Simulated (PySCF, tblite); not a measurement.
A set of runs on `n1[n](c(nc1)C)[GeH3]`; the geometry of each is named by its level. Settings lines and outputs come from a driver script.

C3H7GeN3.
Bonds: C1–C2, C2–N3 (aromatic), N3–C4 (aromatic), C4–N5 (aromatic), N5–N6 (aromatic), N6–Ge7, C2–N6 (aromatic). Hydrogens: H8, H9, H10 on C1; H11 on C4; H12, H13, H14 on Ge7.

Step 1: GFN2-xTB geometry optimisation, gas phase (tblite 0.8.0) (from a force-field or distance-geometry start)
```json
{"job": {"kind": "relax", "xc": "GFN2-xTB", "basis": "xTB"}, "charge": 0, "multiplicity": 1}
```
```
step      E/eV     max force
  0    -563.01983    2.004
  1    -563.13977    0.572
  2    -563.16861    0.510
...
 37    -563.26232    0.038
 38    -563.26246    0.031
 39    -563.26254    0.017
 40    -563.26257    0.013
 41    -563.26258    0.009
```

Energy lowered by 5.6 kcal/mol over 41 steps; largest atomic force 0.009 eV/Å at the end. «max force» is the largest atomic force in eV/Å.

Step 2: GFN2-xTB harmonic vibrations, gas phase (tblite 0.8.0) (on the GFN2-xTB geometry)
```json
{"job": {"kind": "ir", "xc": "GFN2-xTB", "basis": "xTB"}, "charge": 0, "multiplicity": 1}
```
```
(table of modes left out)
```

36 modes from -27 to 3179 cm⁻¹ (unscaled, harmonic, a negative number standing for an imaginary wavenumber); zero-point energy 60.5 kcal/mol from the real modes; the lowest is imaginary at this level.

Step 3: TDDFT CAM-B3LYP/def2-SVPD, vertical, gas phase, core orbitals frozen in the response (PySCF 2.14.0, density-fitted response routines) (on the GFN2-xTB geometry)
```json
{"job": {"kind": "uv", "xc": "CAM-B3LYP", "basis": "def2-SVPD", "nstates": 8, "ntriplets": 3}, "charge": 0, "multiplicity": 1}
```
```
...
Static polarisability (au): isotropic 80.239, principal 59.821 86.288 94.608
Singlet excitations
state   eV       nm        f      main configurations
  1   6.3674    194.7   0.00440   H-1->L+2 0.85
  2   6.7792    182.9   0.00504   H->L+1 0.48, H->L 0.44
  3   6.8964    179.8   0.14301   H->L+2 0.84
  4   7.2394    171.3   0.01657   H->L 0.37, H->L+1 0.27, H-2->L+2 0.10
  5   7.2697    170.5   0.03134   H-2->L+2 0.45, H->L 0.12, H->L+7 0.10
  6   7.4085    167.4   0.00036   H-1->L+7 0.38, H-3->L+2 0.37
  7   7.5227    164.8   0.02445   H-1->L 0.39, H-1->L+1 0.38
  8   7.6615    161.8   0.00447   H-2->L+1 0.50, H-2->L 0.34
Triplet excitations (Tamm-Dancoff, eV): 4.7601 5.8722 6.0974
```

HOMO -8.74 eV, LUMO 0.75 eV; lowest singlet 6.37 eV; lowest triplet 4.76 eV (Tamm–Dancoff); mean polarisability 80.2 au.

Rough CPU time on one thread of a shared machine: about 1.9 min.

Geometry of the electronic-property runs (GFN2-xTB):
```
atom  x, y, z in Å
C1    -0.373    1.848    0.219
C2    -0.758    0.419    0.241
N3    -1.928   -0.080    0.563
C4    -1.759   -1.411    0.423
N5    -0.559   -1.752    0.035
N6     0.099   -0.573   -0.088
Ge7    1.861   -0.720   -0.585
H8    -0.108    2.148   -0.795
H9    -1.207    2.450    0.566
H10    0.491    2.014    0.864
H11   -2.538   -2.121    0.612
H12    2.121    0.372   -1.574
H13    1.967   -2.086   -1.146
H14    2.690   -0.508    0.642
```

 GFN2-xTB frequencies show an imaginary mode (27i cm⁻¹), so this geometry is no minimum at that level. (This holds for the electronic-property runs.)
